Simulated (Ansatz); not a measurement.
`[CH3][AlH][B](C)F` + `CCCl` → `CB(F)CCl` + `[CH3][AlH][CH3]`  (formal exchange of groups at a B–Al bond)

Program: Ansatz. Geometries: PBE0-D4/def2-TZVP. ΔE: electronic, gas phase. CBS: MP2 limit from def2 TZ/QZ plus the TZ coupled-cluster correction, frozen cores. Functionals use def2-TZVPP. B3LYP here is the variant with VWN-RPA as its local correlation; programs differ in this. One conformer a species, not always the lowest.

| level | ΔE (kJ/mol) | difference from CCSD(T)/CBS |
| --- | --- | --- |
| PBE-D4 | -75.7 | 5.9 |
| r2SCAN-D4 | -87.2 | -5.6 |
| PBE0-D4 | -78.4 | 3.2 |
| B3LYP-D4 | -82.1 | -0.5 |
| ωB97X-V | -79.5 | 2.1 |
| ωB97M-V | -88.1 | -6.5 |
| B2PLYP | -83.1 | -1.5 |
| PBE | -74.0 | 7.6 |
| r2SCAN | -86.8 | -5.2 |
| PBE0 | -77.0 | 4.6 |
| B3LYP | -79.6 | 2.0 |
| HF/def2-TZVPP | -78.6 | 3.0 |
| MP2/def2-TZVPP | -89.1 | -7.5 |
| SCS-MP2/def2-TZVPP | -83.7 | -2.1 |
| CCSD/def2-TZVPP | -81.9 | -0.3 |
| CCSD(T)/def2-TZVPP | -82.3 | -0.7 |
| HF/def2-QZVPP | -78.4 | 3.2 |
| MP2/def2-QZVPP | -88.6 | -7.0 |
| SCS-MP2/def2-QZVPP | -83.4 | -1.8 |
| HF/CBS(def2) | -78.4 | 3.2 |
| MP2/CBS(def2) | -88.4 | -6.8 |
| CCSD/CBS(def2) | -81.2 | 0.4 |
| CCSD(T)/CBS | -81.6 | 0 |

Largest T1 diagnostic among the species: 0.012.

In def2-TZVPP, CCSD(T) changes the Hartree–Fock value by −3.7 kJ/mol (the triples alone add −0.4 kJ/mol) and MP2 by −10.5 kJ/mol.
